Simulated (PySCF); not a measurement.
A structure optimised at PBE-D3(BJ)/def2-TZVP, used in a PySCF frequency run:

```
Ti
H 1 1.7067
H 1 1.7067 2 111.82
H 1 1.7067 2 111.82 3 -126.27
I 1 2.5341 2 107.01 3 116.87
```

Task: Write its SMILES, formula and point group.

Result: [TiH3][I], H₃ITi, C3v

Task: What are its rotational constants (standard atomic weights)?

Result: 62.743, 2.0755, 2.0755 GHz
